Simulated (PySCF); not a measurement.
Run record: EPR job, `CCC[C@@H]([O])O[SiH3]` [radical].

Computed with UKS B3LYP, pcH-1 on C H O Si, non-relativistic, mean-field spin-orbit, GIAO (PySCF 2.14.0). Geometry: GFN2-xTB. A driver script takes a list of jobs; this job's settings line and coordinates (Å) are shown.

Command:
```bash
OMP_NUM_THREADS=1 python probes_run.py task.json out
```

Input:
```
{"job": {"kind": "epr", "basis": "pcH-1"}, "charge": 0, "multiplicity": 2}
C     -2.417822     0.501088    -0.273548
C     -1.416290    -0.628532    -0.465184
C     -0.454212    -0.785100     0.694452
C      0.609648     0.399984     0.770455
O      1.373057     0.273411     1.792880
O      1.259169     0.478915    -0.445020
Si     2.881526     0.213109    -0.412309
H     -1.910298     1.464000    -0.247552
H     -3.127433     0.519877    -1.097278
H     -2.968856     0.374633     0.655898
H     -0.849691    -0.469747    -1.384374
H     -1.958495    -1.574071    -0.564845
H      0.155616    -1.682148     0.586071
H     -0.965881    -0.805933     1.655717
H     -0.056917     1.298688     0.835812
H      3.568000     1.225389     0.381588
H      3.147726    -1.129821     0.102249
H      3.122395     0.332575    -1.845949
```

Question: Estimate the output.

Answer: 
```
UKS, coarse grid
  cycle   1  E = -598.77123303  |g| = 7.42e-01
  cycle   2  E = -598.31098346  |g| = 1.32e+00
  cycle   3  E = -598.96422192  |g| = 2.25e-01
  cycle   4  E = -598.97753708  |g| = 1.66e-01
  cycle   5  E = -598.98707487  |g| = 4.33e-02
  cycle   6  E = -598.98783150  |g| = 2.26e-02
  cycle   7  E = -598.98807650  |g| = 7.74e-03
  cycle   8  E = -598.98811149  |g| = 1.56e-03
  cycle   9  E = -598.98811242  |g| = 5.90e-04
UKS, final grid
  cycle   1  E = -598.98812307  |g| = 7.53e-04
  cycle   2  E = -598.98812268  |g| = 1.26e-03
  cycle   3  E = -598.98812332  |g| = 2.57e-04
  cycle   4  E = -598.98812334  |g| = 5.37e-05
  cycle   5  E = -598.98812335  |g| = 3.27e-05
  cycle   6  E = -598.98812335  |g| = 7.38e-06
E = -598.98812335 Eh   <S^2> = 0.7552 (exact 0.7500)
g shifts (ppm)      1          2          3
  rmc          -268       -268       -268
  gc             -9         26         51
  oz_so          64       6048      17840
  total        -213       5806      17623
hyperfine (MHz)  atom isotope    a_iso     a_fc   dipolar eigenvalues
    0   13C      -0.10      -0.10     -1.00     -0.15      1.15
    1   13C      -2.91      -2.92     -2.32     -2.24      4.56
    2   13C      94.34      94.37    -19.00    -18.63     37.63
    3   13C     -56.01     -56.15     -9.51      0.59      8.92
    4   17O     -43.97     -42.04   -209.51    103.55    105.96
    5   17O       2.43       2.63    -11.94      5.39      6.55
    6  29Si       5.57       5.59     -1.03      0.30      0.73
    7    1H       7.12       7.12     -2.76     -0.71      3.47
    8    1H       5.02       5.02     -1.05     -0.81      1.87
    9    1H      -0.44      -0.44     -1.25     -1.08      2.33
   10    1H       3.53       3.52     -2.67     -1.57      4.24
   11    1H      34.95      34.95     -2.67     -0.35      3.02
   12    1H      -5.08      -5.07     -9.68     -1.27     10.95
   13    1H     -11.69     -11.70     -9.17     -2.59     11.76
   14    1H     312.40     312.37     -7.75     -4.99     12.74
   15    1H      15.31      15.32     -2.70     -2.13      4.84
   16    1H      21.48      21.49     -2.54     -2.03      4.57
   17    1H      -0.52      -0.52     -1.16     -1.00      2.16
```

rmc, gc and oz_so are the mass-correction, gauge-correction and orbital-Zeeman/spin–orbit parts of the g shift along its three principal axes; a_iso is the isotropic hyperfine coupling and a_fc its Fermi-contact part. Atoms in this output count from 0.

Question: Get g_iso from the total shifts.

Answer: Their mean is 7739 ppm; added to g_e = 2.002319 it gives 2.01006.

Question: How far is ⟨S²⟩ from the pure-spin value?

Answer: S = 0.5 gives S(S+1) = 0.75; the run has 0.7552, 0.0052 more.

Summary of the converged run: ⟨S²⟩ 0.755; g_iso 2.0101.

Isolated species at its GFN2-xTB geometry (one conformer only).

Question: Estimate the wall time. Hardware: Arm Neoverse V1, one thread, on a shared host. And the peak memory of the process?

Answer: About 95 s (density and orbital grids were written too), with 0.98 GiB resident at the peak, the Python interpreter and its libraries included.
Labels such as C1 count atoms from 1, the log's own numbers from 0.
